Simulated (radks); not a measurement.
Values are calculated unless marked as measured or tabulated.
The thallium ion Tl23+, configuration [Kr] 4d10 4f12.

Code: a radial shooting solver on a logarithmic mesh with Libxc functionals. Model: scalar-relativistic Kohn-Sham, SCAN, spin-unpolarised, spherical densities, finite nucleus; meta-GGA in the generalised Kohn-Sham scheme; Fermi nuclear charge, rms radius 5.4759 fm.

Energy parts (eV):
total: -544850.12
kinetic: 613958.41
electron-nucleus: -1322014.94
Hartree: 172902.94
exchange-correlation: -9696.52

Orbitals (lengths in bohr, moments of r in powers of bohr; <r^-3> diverges for s and p1/2; r(90%) holds 90 % of the orbital's charge):
orbital  occ.  eigenvalue (eV)  r(90%)  <1/r>  <r^-3>      <r^2>
1s          2        -86315.11  0.0299  99.40       -  0.0003690
2s          2        -15909.61   0.107  23.36       -   0.005599
2p          6        -13770.85   0.102  20.60   28170   0.004752
3s          2        -4274.849   0.260  8.674       -    0.03593
3p          6        -3655.424   0.268  7.866    6527    0.03713
3d         10        -3012.938   0.251  7.382   797.3    0.03078
4s          2        -1415.208   0.553  3.764       -     0.1687
4p          6        -1208.094   0.591  3.413    1647     0.1903
4d         10        -964.6704   0.628  3.101   182.5     0.2077
4f         12        -696.8201   0.661  2.779   39.24     0.2128

The highest occupied level is 4f at -696.82 eV. Summed over all electrons, <r^2> = 6.752 bohr^2, which gives a Langevin (diamagnetic) susceptibility term of -5.35 x 10^-6 cm^3/mol. The electron density at the nucleus is 2.715e+06 e/bohr^3 (large components only).
